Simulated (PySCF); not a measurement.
PySCF job for C5H4F2O, SMILES F/C(OC=C=C)=C/F, TDA-B3LYP/def2-SVPD. The structure is a stationary point at B3LYP-D3(BJ)/def2-SVP. The structure was generated by enumeration; whether it is a known compound was not checked. The values are those of a single conformer.

```python
import numpy as np
from pyscf import gto, scf, dft, tdscf

mol = gto.M(
    atom='''
    C    -2.63457942    0.45820598   -1.03329951
    C    -1.74041743   -0.43868460   -0.70302172
    C    -0.85998927   -1.34775761   -0.36254125
    O     0.34850240   -1.10901023    0.28456058
    C     0.62818514    0.14463953    0.67038206
    F    -0.14974322    0.61980607    1.64689116
    C     1.62712379    0.88293118    0.18390455
    F     2.39898234    0.43753163   -0.81044130
    H    -3.44602072    0.73695613   -0.34940582
    H    -2.60509730    0.96893978   -2.00370017
    H    -0.98099916   -2.41450988   -0.56127498
    H     1.87900920    1.86864961    0.57730301
    ''',
    basis='def2-SVPD',
    charge=0,
    spin=0,
    max_memory=1600,
    verbose=4,
)
mf = dft.RKS(mol, xc='b3lyp').density_fit(auxbasis='def2-universal-jkfit')
mf.grids.level = 3
mf.conv_tol = 1e-9
mf.max_cycle = 100
mf.kernel()
mf.grids = dft.Grids(mol).set(level=1).build(with_non0tab=True)  # coarser grid for the response kernel
td = tdscf.TDA(mf)
td.singlet = True
td.nstates = 6
td.conv_tol = 1e-4
td.positive_eig_threshold = 1e-6
td.kernel(x0=td.get_init_guess(mf, 11))
td.analyze()
tt = tdscf.TDA(mf)
tt.singlet = False
tt.nstates = 2
tt.conv_tol = 1e-4
tt.positive_eig_threshold = 1e-6
tt.kernel(x0=tt.get_init_guess(mf, 7))
tt.analyze(verbose=3)
```

It prints:

```
PySCF version 2.14.0

[INPUT] verbose = 4
[INPUT] num. atoms = 12
[INPUT] num. electrons = 60
[INPUT] charge = 0
[INPUT] spin (= nelec alpha-beta = 2S) = 0
[INPUT] symmetry False subgroup None
[INPUT] Mole.unit = angstrom
[INPUT] Symbol           X                Y                Z      unit          X                Y                Z       unit  Magmom
[INPUT]  1 C     -2.634579420000   0.458205980000  -1.033299510000 AA   -4.978633557215   0.865883810838  -1.952653078547 Bohr   0.0
[INPUT]  2 C     -1.740417430000  -0.438684600000  -0.703021720000 AA   -3.288912285119  -0.828993749064  -1.328518510421 Bohr   0.0
[INPUT]  3 C     -0.859989270000  -1.347757610000  -0.362541250000 AA   -1.625144190365  -2.546892765198  -0.685103671357 Bohr   0.0
[INPUT]  4 O      0.348502400000  -1.109010230000   0.284560580000 AA    0.658574089754  -2.095725604041   0.537741562047 Bohr   0.0
[INPUT]  5 C      0.628185140000   0.144639530000   0.670382060000 AA    1.187097870122   0.273329098486   1.266838492222 Bohr   0.0
[INPUT]  6 F     -0.149743220000   0.619806070000   1.646891160000 AA   -0.282973674810   1.171263722643   3.112173249367 Bohr   0.0
[INPUT]  7 C      1.627123790000   0.882931180000   0.183904550000 AA    3.074818333864   1.668498117039   0.347529232561 Bohr   0.0
[INPUT]  8 F      2.398982340000   0.437531630000  -0.810441300000 AA    4.533419600268   0.826814951535  -1.531512097036 Bohr   0.0
[INPUT]  9 H     -3.446020720000   0.736956130000  -0.349405820000 AA   -6.512035380377   1.392645251519  -0.660281306129 Bohr   0.0
[INPUT] 10 H     -2.605097300000   0.968939780000  -2.003700170000 AA   -4.922920424844   1.831030815396  -3.786444557044 Bohr   0.0
[INPUT] 11 H     -0.980999160000  -2.414509880000  -0.561274980000 AA   -1.853819740828  -4.562762398256  -1.060655992771 Bohr   0.0
[INPUT] 12 H      1.879009200000   1.868649610000   0.577303010000 AA    3.550812773538   3.531235985675   1.090944579787 Bohr   0.0

nuclear repulsion = 352.11565327455
number of shells = 83
number of NR pGTOs = 289
number of NR cGTOs = 201
basis = def2-SVPD
ecp = {}


[settings echo left out]
init E= -468.556844520642
  HOMO = -0.255461060536725  LUMO = -0.0956287272224694  gap/eV = 4.34926
cycle= 1 E= -467.313216157027  delta_E= 1.24  |g|= 0.707  |ddm|=    7
  HOMO = -0.227782427867043  LUMO = -0.0240792360837929  gap/eV = 5.54305
cycle= 2 E= -467.203172539328  delta_E= 0.11  |g|= 1.07  |ddm|= 1.92
  HOMO = -0.250099025567851  LUMO = -0.031275754810415  gap/eV = 5.95448
cycle= 3 E= -467.401558604172  delta_E= -0.198  |g|= 0.0954  |ddm|= 1.12
  HOMO = -0.258232317375668  LUMO = -0.0404733287215588  gap/eV = 5.92552
cycle= 4 E= -467.402896216241  delta_E= -0.00134  |g|= 0.0496  |ddm|= 0.171
  HOMO = -0.256629428017046  LUMO = -0.036963266096663  gap/eV = 5.97742
cycle= 5 E= -467.403382439684  delta_E= -0.000486  |g|= 0.0132  |ddm|= 0.0723
  HOMO = -0.256363112029558  LUMO = -0.0362739406000001  gap/eV = 5.98893
cycle= 6 E= -467.403415500209  delta_E= -3.31e-05  |g|= 0.00527  |ddm|= 0.0222
  HOMO = -0.256305355461193  LUMO = -0.0364934619148443  gap/eV = 5.98139
cycle= 7 E= -467.403421768514  delta_E= -6.27e-06  |g|= 0.00144  |ddm|= 0.0078
  HOMO = -0.256416993400911  LUMO = -0.0365652635373284  gap/eV = 5.98247
cycle= 8 E= -467.403422290646  delta_E= -5.22e-07  |g|= 0.000382  |ddm|= 0.00226
  HOMO = -0.256413299397458  LUMO = -0.03657420653595  gap/eV = 5.98213
cycle= 9 E= -467.403422319716  delta_E= -2.91e-08  |g|= 0.000152  |ddm|= 0.000622
  HOMO = -0.256410599626428  LUMO = -0.0365621585690343  gap/eV = 5.98238
cycle= 10 E= -467.403422324121  delta_E= -4.41e-09  |g|= 4.58e-05  |ddm|= 0.000272
  HOMO = -0.256409389950871  LUMO = -0.0365647084475178  gap/eV = 5.98228
cycle= 11 E= -467.403422324574  delta_E= -4.53e-10  |g|= 1.01e-05  |ddm|= 9.34e-05
  HOMO = -0.256409836777654  LUMO = -0.0365645583542351  gap/eV = 5.98229
Extra cycle  E= -467.403422324529  delta_E= 4.52e-11  |g|= 1.68e-05  |ddm|= 3.37e-05
converged SCF energy = -467.403422324529
tot grids = 51568
Overwritten attributes  positive_eig_threshold  of <class 'pyscf.tdscf.rks.TDA'>


******** <class 'pyscf.tdscf.rks.TDA'> for <class 'pyscf.df.df_jk.DFRKS'> ********
nstates = 6 singlet
deg_eia_thresh = 1.000e-03
wfnsym = None
conv_tol = 0.0001
eigh lindep = 1e-12
eigh level_shift = 0
eigh max_cycle = 100


Excitation energies (eV)
[4.67601766 5.35627795 6.09302679 6.19125241 6.54662963 6.62180758]

** Singlet excitation energies and oscillator strengths **
Excited State   1:      4.67602 eV    265.15 nm  f=0.0003
      29 -> 31        0.36260
      30 -> 31       -0.60349
Excited State   2:      5.35628 eV    231.47 nm  f=0.0009
      29 -> 31        0.60168
      30 -> 31        0.36479
Excited State   3:      6.09303 eV    203.49 nm  f=0.0930
      29 -> 33        0.35539
      30 -> 32        0.59962
Excited State   4:      6.19125 eV    200.26 nm  f=0.0001
      29 -> 32        0.48131
      30 -> 33        0.49733
Excited State   5:      6.54663 eV    189.39 nm  f=0.0029
      29 -> 35       -0.12205
      30 -> 33       -0.17224
      30 -> 34       -0.64741
Excited State   6:      6.62181 eV    187.24 nm  f=0.0035
      28 -> 32       -0.62448
      28 -> 33       -0.26177
      30 -> 35       -0.11289

** Transition electric dipole moments (AU) **
state          X           Y           Z        Dip. S.      Osc.
  1        -0.0298     -0.0159      0.0362      0.0024      0.0003
  2         0.0757     -0.0062      0.0314      0.0068      0.0009
  3         0.7561      0.0859      0.2098      0.6231      0.0930
  4        -0.0017      0.0127     -0.0265      0.0009      0.0001
  5        -0.0289     -0.0057      0.1307      0.0180      0.0029
  6         0.0748     -0.0677      0.1080      0.0218      0.0035

** Transition velocity dipole moments (imaginary part, AU) **
state          X           Y           Z        Dip. S.      Osc.
  1         0.0084      0.0089     -0.0196      0.0005      0.0021
  2         0.0140     -0.0137      0.0088      0.0005      0.0016
  3         0.0872      0.0099      0.0459      0.0098      0.0292
  4         0.0118      0.0034     -0.0210      0.0006      0.0017
  5        -0.0032     -0.0006      0.0055      0.0000      0.0001
  6         0.0104     -0.0049      0.0074      0.0002      0.0005

** Transition magnetic dipole moments (imaginary part, AU) **
state          X           Y           Z
  1         0.4963     -0.6876      0.2512
  2         0.4192     -0.2212     -0.2878
  3         0.2102      0.0168     -0.2587
  4        -0.2522     -0.2418     -0.0877
  5        -0.1408      0.0531      0.3305
  6         0.3350     -0.3694      0.2226


******** <class 'pyscf.tdscf.rks.TDA'> for <class 'pyscf.df.df_jk.DFRKS'> ********
nstates = 2 triplet
deg_eia_thresh = 1.000e-03
wfnsym = None
conv_tol = 0.0001
eigh lindep = 1e-12
eigh level_shift = 0
eigh max_cycle = 100


Excitation energies (eV)
[4.29648974 4.32198552]

** Triplet excitation energies and oscillator strengths **
Excited State   1:      4.29649 eV    288.57 nm  f=0.0000
Excited State   2:      4.32199 eV    286.87 nm  f=0.0000
```

The calculation finished and met its thresholds.
